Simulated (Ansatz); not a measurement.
Born–Oppenheimer molecular dynamics of F$_{3}$Ge$_{2}$H$_{5}$S (11 atoms, charge 0, multiplicity 1). It starts at the highest image of a converged band. Of that band: Neighbouring images differ by up to 1.5 eV, so the band resolves the path poorly. A vibrational analysis at the climbing image gives one clearly imaginary mode, 941i cm⁻¹: a first-order saddle point.

These are results of RKS PBE/def2-SVP (Ansatz), not measurements.

```
ensemble                      : NVE (velocity Verlet)
time step                     : 0.5 fs
steps asked                   : 200
starting velocities drawn for : 300 K
seed                          : 2132
```

Frames 0.5 fs apart, positions in Å, forces in eV/Å.

Velocities at 70.0 fs (Å/ps):

```
Ge 8.14 -3.20 5.98
Ge -2.48 0.49 -2.87
H 1.05 6.48 20.46
H 20.01 4.88 -40.35
H 5.25 4.17 -10.93
F 2.33 -7.62 -8.85
F -13.34 4.82 13.09
F 8.30 2.32 -7.65
S -11.82 5.30 -3.80
H -5.01 32.43 -14.79
H -1.91 -12.24 6.61
```

```xyz
11
Properties=species:S:1:pos:R:3:forces:R:3 time_fs=70.0 energy_less_start_eV=-1.286 T=1405
Ge -0.121 -0.142 0.283 0.40 0.53 -1.01
Ge -0.079 -0.244 2.618 -0.74 -0.52 1.04
H -1.326 -1.144 3.006 0.39 0.51 0.04
H 1.175 -1.078 2.977 0.09 0.11 -0.06
H -0.034 1.175 3.225 -0.10 -0.09 0.06
F 1.179 1.006 -0.066 0.43 -0.39 0.26
F -0.904 0.260 -1.198 -1.05 0.48 -0.62
F -0.114 -1.834 -0.156 0.54 -0.61 0.18
S -3.138 1.226 0.422 0.37 -0.10 -0.50
H -3.436 0.081 -0.271 0.07 0.24 0.12
H -3.898 0.861 1.462 -0.41 -0.17 0.49
11
Properties=species:S:1:pos:R:3:forces:R:3 time_fs=70.5 energy_less_start_eV=-1.296 T=1414
Ge -0.117 -0.143 0.286 0.30 0.54 -1.15
Ge -0.080 -0.244 2.617 -0.66 -0.52 1.09
H -1.325 -1.140 3.016 0.39 0.50 0.03
H 1.185 -1.075 2.957 0.03 0.13 -0.05
H -0.031 1.177 3.219 -0.09 -0.09 0.06
F 1.180 1.002 -0.070 0.47 -0.37 0.26
F -0.911 0.262 -1.192 -1.01 0.46 -0.55
F -0.110 -1.833 -0.160 0.55 -0.63 0.18
S -3.143 1.228 0.420 0.36 0.08 -0.28
H -3.438 0.097 -0.278 0.02 0.05 0.02
H -3.899 0.855 1.466 -0.35 -0.14 0.38
11
Properties=species:S:1:pos:R:3:forces:R:3 time_fs=71.0 energy_less_start_eV=-1.303 T=1420
Ge -0.113 -0.145 0.289 0.19 0.56 -1.29
Ge -0.081 -0.243 2.615 -0.58 -0.52 1.13
H -1.323 -1.135 3.026 0.38 0.47 0.02
H 1.195 -1.072 2.936 -0.03 0.16 -0.03
H -0.029 1.179 3.214 -0.09 -0.10 0.07
F 1.181 0.998 -0.074 0.50 -0.35 0.26
F -0.918 0.265 -1.185 -0.97 0.43 -0.47
F -0.106 -1.832 -0.164 0.56 -0.64 0.18
S -3.149 1.231 0.418 0.33 0.26 -0.02
H -3.441 0.114 -0.285 -0.04 -0.16 -0.09
H -3.902 0.848 1.471 -0.26 -0.11 0.25
11
Properties=species:S:1:pos:R:3:forces:R:3 time_fs=71.5 energy_less_start_eV=-1.307 T=1424
Ge -0.108 -0.146 0.292 0.09 0.57 -1.43
Ge -0.082 -0.243 2.614 -0.48 -0.51 1.17
H -1.320 -1.129 3.037 0.36 0.44 0.01
H 1.205 -1.069 2.916 -0.09 0.18 -0.02
H -0.027 1.180 3.209 -0.08 -0.10 0.07
F 1.182 0.995 -0.079 0.54 -0.33 0.26
F -0.925 0.267 -1.179 -0.93 0.41 -0.40
F -0.102 -1.831 -0.168 0.57 -0.65 0.18
S -3.155 1.234 0.416 0.29 0.42 0.26
H -3.443 0.130 -0.293 -0.09 -0.37 -0.21
H -3.905 0.841 1.476 -0.17 -0.07 0.09
11
Properties=species:S:1:pos:R:3:forces:R:3 time_fs=72.0 energy_less_start_eV=-1.307 T=1424
Ge -0.104 -0.148 0.295 -0.02 0.57 -1.57
Ge -0.084 -0.243 2.613 -0.37 -0.49 1.20
H -1.317 -1.122 3.047 0.33 0.39 0.02
H 1.215 -1.065 2.896 -0.15 0.21 0.00
H -0.025 1.182 3.204 -0.07 -0.10 0.07
F 1.184 0.991 -0.083 0.57 -0.31 0.26
F -0.932 0.270 -1.173 -0.88 0.39 -0.32
F -0.097 -1.830 -0.171 0.58 -0.66 0.18
S -3.161 1.236 0.414 0.24 0.57 0.54
H -3.446 0.145 -0.301 -0.14 -0.55 -0.31
H -3.908 0.834 1.482 -0.08 -0.02 -0.07
11
Properties=species:S:1:pos:R:3:forces:R:3 time_fs=72.5 energy_less_start_eV=-1.304 T=1421
Ge -0.100 -0.149 0.298 -0.13 0.58 -1.72
Ge -0.085 -0.243 2.612 -0.25 -0.45 1.22
H -1.312 -1.114 3.057 0.28 0.33 0.02
H 1.225 -1.061 2.875 -0.20 0.22 0.02
H -0.023 1.183 3.199 -0.06 -0.09 0.08
F 1.185 0.987 -0.087 0.60 -0.29 0.26
F -0.939 0.272 -1.167 -0.82 0.36 -0.25
F -0.093 -1.830 -0.175 0.59 -0.66 0.18
S -3.167 1.239 0.412 0.18 0.67 0.79
H -3.449 0.159 -0.309 -0.18 -0.70 -0.40
H -3.911 0.827 1.487 0.01 0.02 -0.22
11
Properties=species:S:1:pos:R:3:forces:R:3 time_fs=73.0 energy_less_start_eV=-1.299 T=1417
Ge -0.096 -0.151 0.300 -0.24 0.59 -1.86
Ge -0.086 -0.243 2.610 -0.13 -0.41 1.24
H -1.307 -1.105 3.068 0.22 0.26 0.03
H 1.234 -1.056 2.854 -0.25 0.24 0.05
H -0.022 1.184 3.195 -0.05 -0.08 0.08
F 1.187 0.983 -0.092 0.64 -0.27 0.26
F -0.947 0.275 -1.160 -0.77 0.33 -0.17
F -0.088 -1.829 -0.179 0.59 -0.66 0.18
S -3.173 1.242 0.411 0.13 0.73 1.00
H -3.453 0.172 -0.319 -0.21 -0.80 -0.45
H -3.915 0.820 1.492 0.08 0.06 -0.36
11
Properties=species:S:1:pos:R:3:forces:R:3 time_fs=73.5 energy_less_start_eV=-1.294 T=1412
Ge -0.092 -0.152 0.303 -0.35 0.59 -2.00
Ge -0.088 -0.243 2.609 -0.01 -0.36 1.25
H -1.301 -1.095 3.079 0.15 0.19 0.05
H 1.242 -1.051 2.834 -0.29 0.25 0.07
H -0.020 1.184 3.190 -0.04 -0.07 0.08
F 1.188 0.978 -0.096 0.67 -0.25 0.26
F -0.954 0.278 -1.154 -0.71 0.31 -0.09
F -0.084 -1.828 -0.182 0.60 -0.66 0.18
S -3.178 1.245 0.409 0.07 0.74 1.15
H -3.457 0.182 -0.330 -0.22 -0.84 -0.47
H -3.918 0.813 1.496 0.15 0.10 -0.49
11
Properties=species:S:1:pos:R:3:forces:R:3 time_fs=74.0 energy_less_start_eV=-1.289 T=1408
Ge -0.088 -0.154 0.306 -0.47 0.59 -2.13
Ge -0.089 -0.242 2.608 0.12 -0.29 1.25
H -1.295 -1.085 3.089 0.07 0.11 0.07
H 1.250 -1.045 2.814 -0.33 0.25 0.10
H -0.019 1.185 3.186 -0.03 -0.06 0.09
F 1.190 0.974 -0.100 0.69 -0.23 0.25
F -0.962 0.281 -1.148 -0.65 0.28 -0.01
F -0.079 -1.828 -0.186 0.60 -0.65 0.18
S -3.184 1.248 0.407 0.01 0.69 1.24
H -3.461 0.190 -0.342 -0.22 -0.82 -0.45
H -3.921 0.806 1.499 0.19 0.13 -0.58
11
Properties=species:S:1:pos:R:3:forces:R:3 time_fs=74.5 energy_less_start_eV=-1.285 T=1405
Ge -0.084 -0.155 0.308 -0.58 0.60 -2.27
Ge -0.090 -0.242 2.607 0.24 -0.22 1.24
H -1.289 -1.075 3.100 -0.01 0.03 0.09
H 1.257 -1.039 2.794 -0.35 0.25 0.13
H -0.018 1.185 3.182 -0.02 -0.05 0.09
F 1.192 0.970 -0.104 0.72 -0.21 0.25
F -0.969 0.283 -1.142 -0.58 0.25 0.06
F -0.074 -1.827 -0.190 0.61 -0.64 0.19
S -3.190 1.250 0.406 -0.05 0.59 1.25
H -3.466 0.197 -0.354 -0.20 -0.74 -0.38
H -3.924 0.799 1.501 0.22 0.15 -0.65
11
Properties=species:S:1:pos:R:3:forces:R:3 time_fs=75.0 energy_less_start_eV=-1.281 T=1401
Ge -0.080 -0.157 0.311 -0.69 0.59 -2.40
Ge -0.092 -0.242 2.606 0.35 -0.15 1.24
H -1.283 -1.065 3.111 -0.09 -0.05 0.11
H 1.263 -1.032 2.775 -0.37 0.24 0.16
H -0.016 1.185 3.179 -0.01 -0.03 0.09
F 1.194 0.966 -0.108 0.75 -0.19 0.25
F -0.977 0.286 -1.135 -0.52 0.22 0.14
F -0.069 -1.827 -0.193 0.61 -0.63 0.19
S -3.196 1.253 0.404 -0.11 0.45 1.21
H -3.472 0.202 -0.368 -0.16 -0.61 -0.28
H -3.925 0.793 1.501 0.23 0.16 -0.70
11
Properties=species:S:1:pos:R:3:forces:R:3 time_fs=75.5 energy_less_start_eV=-1.277 T=1398
Ge -0.076 -0.158 0.313 -0.80 0.59 -2.54
Ge -0.093 -0.242 2.605 0.45 -0.07 1.23
H -1.277 -1.054 3.123 -0.17 -0.13 0.14
H 1.268 -1.024 2.755 -0.37 0.22 0.19
H -0.015 1.185 3.175 0.00 -0.02 0.09
F 1.196 0.962 -0.112 0.77 -0.17 0.24
F -0.985 0.289 -1.129 -0.45 0.19 0.21
F -0.064 -1.827 -0.197 0.62 -0.62 0.19
S -3.201 1.256 0.403 -0.16 0.29 1.10
H -3.478 0.205 -0.383 -0.12 -0.44 -0.15
H -3.927 0.788 1.499 0.23 0.17 -0.71
```

Of the whole run (100 fs, mean temperature of the second half 1317 K): The conserved energy stayed within 0.046 meV per atom of its start (net change 0.022 meV per atom), so the integration is sound. The system heated up, since it started high on the potential surface and ran downhill. A run of 0.1 ps of so small a system gives no equilibrium averages. The orbitals stay closed-shell, which can raise the energy where a bond breaks towards radicals; this wasn't checked here.

Time of the run: 9.6 min on 4 threads of Arm Neoverse N1, with other jobs on the host, peak memory 0.23 GiB.
